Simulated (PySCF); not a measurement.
Species: Si2H4, net charge -1, doublet state. SMILES of the parent species: [SiH3][SiH]
Geometry from a B3LYP-D3(BJ)/def2-TZVP (Ansatz) optimisation:
```xyz
6

Si     0.0214     1.0202     0.8466
H     -0.4079     1.9301    -0.3255
Si     0.0055    -0.8553    -0.6091
H      0.9433    -0.8527    -1.7961
H     -1.2979    -1.2384    -1.2746
H      0.3861    -2.1480     0.0702
```
Charge -1, spin multiplicity 2.

Dispersion corrections to the total energy (kcal/mol) from the dftd3 and dftd4 libraries through PySCF: D3(BJ) without and D4 with the three-body term, each with the damping fitted for the functional named.

| functional | D3(BJ) | D4 |
|---|---|---|
| HSE06 | -1.89 | -2.78 |
| B2PLYP | -2.45 | -2.43 |
| BP86 | -4.60 | -4.77 |
| PBE | [?] | -3.51 |
| PW6B95 | [?] | -2.95 |
| r2SCAN | -0.68 | -0.81 |
| B2GP-PLYP | [?] | -1.48 |

Problem. What belongs in the gaps?

Solution. 
- PBE, D3(BJ): -2.52
- PW6B95, D3(BJ): -1.62
- B2GP-PLYP, D3(BJ): -2.85
